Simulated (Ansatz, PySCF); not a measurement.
Si(Cl)(OH)2(NH2) (ClH₄NO₂Si), SMILES N[Si](O)(O)Cl. Atoms are numbered in the order given.

```xyz
9

N      1.8003    -0.3246    -0.1626
Si     0.1328    -0.0432    -0.3435
O     -0.2278     1.3583    -1.1372
O     -0.6162    -1.2270    -1.2058
Cl    -0.6072     0.0474     1.5881
H      2.1412    -0.7497     0.6909
H      2.3641    -0.5786    -0.9659
H      0.1327     2.1645    -0.7564
H     -1.4686    -0.9900    -1.5845
```

Geometry: PBE0-D3(BJ)/def2-SVP. This is a generated structure with no PubChem entry under its InChIKey; it may be hypothetical. One conformer was computed; it need not be the lowest.

Two levels are set side by side: PBE-D3(BJ)/def2-SVP (Ansatz, a quantum-chemistry and plane-wave program) and PBE0-D3(BJ)/def2-SVP (Ansatz). Each level has its own optimised geometry; the coordinates shown are those of the second. Frequencies come from the Hessian of PySCF at each geometry. Differences are taken from unrounded values.

```
quantity                            PBE0-D3(BJ)
----------------------------------  -----------
mean bond length (Å)                      1.377
bond N1–Si2 (Å)                           1.701
bond Si2–O3 (Å)                           1.651
bond Si2–O4 (Å)                           1.645
bond Si2–Cl5 (Å)                          2.071
bond N1–H6 (Å)                            1.013
bond N1–H7 (Å)                            1.014
bond O3–H8 (Å)                            0.962
bond O4–H9 (Å)                            0.962
highest harmonic wavenumber (cm⁻¹)         3935
mean harmonic wavenumber (cm⁻¹)            1194
zero-point energy (kcal/mol)              35.83
```

Q: What does PBE-D3(BJ) give, and how far is it from PBE0-D3(BJ)? (An estimate is asked for; the answer gives what the named calculation found.)

A: 
```csv
quantity,PBE-D3(BJ),PBE-D3(BJ) minus PBE0-D3(BJ)
mean bond length (Å),1.391,0.014
bond N1–Si2 (Å),1.716,0.016
bond Si2–O3 (Å),1.668,0.017
bond Si2–O4 (Å),1.663,0.018
bond Si2–Cl5 (Å),2.087,0.017
bond N1–H6 (Å),1.022,0.009
bond N1–H7 (Å),1.023,0.009
bond O3–H8 (Å),0.973,0.011
bond O4–H9 (Å),0.974,0.012
highest harmonic wavenumber (cm⁻¹),3765,-170
mean harmonic wavenumber (cm⁻¹),1151,-42
zero-point energy (kcal/mol),34.57,-1.27
```

Exact exchange shortens and stiffens bonds; PBE has none. Differences between two approximate levels are no errors against the true value.
